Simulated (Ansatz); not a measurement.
Calculated with Ansatz (gas phase, PBE0-D4/def2-TZVP geometries, no zero-point term in ΔE). CCSD(T)/CBS is the MP2 limit (def2-TZVPP, def2-QZVPP) plus CCSD(T) − MP2 in def2-TZVPP, frozen cores. DFT in def2-TZVPP. B3LYP here is the variant with VWN-RPA as its local correlation; programs differ in this. For Br outer-core shells are correlated without core-valence functions, which leaves a few kJ/mol of doubt a bond. Scalar relativity is left out up to krypton. One conformer a species, not always the lowest.

Consider the formal exchange of groups at a B–S bond: `SB(Cl)Br` + `FC1C=C1` → `ClBBr` + `FC1C=C1S`.

| level | ΔE (kJ/mol) |
| --- | --- |
| B3LYP-D4 | 88.7 |
| r2SCAN0-D4 | 93.5 |
| ωB97M-V | 95.5 |
| PBE-QIDH | 95.0 |
| BLYP | 81.2 |
| BHLYP | 89.9 |
| SCS-MP2/def2-QZVPP | 94.7 |
| MP2/CBS(def2) | 98.8 |

(1) What does CCSD(T)/CBS give? (An estimate is asked.)

Largest T1 diagnostic among the species: 0.012.

Answers

(1) Computed: +96.9 kJ/mol. The listed levels differ from it by -8.2, -3.4, -1.4, -1.9, -15.7, -7.0, -2.2, 1.9 kJ/mol.

From PBE to PBE0 (25 % exact exchange), in def2-TZVPP and without D4, ΔE moves by +4.6 kJ/mol. In def2-TZVPP, CCSD(T) changes the Hartree–Fock value by +3.9 kJ/mol (the triples alone add −0.1 kJ/mol) and MP2 by +5.7 kJ/mol.
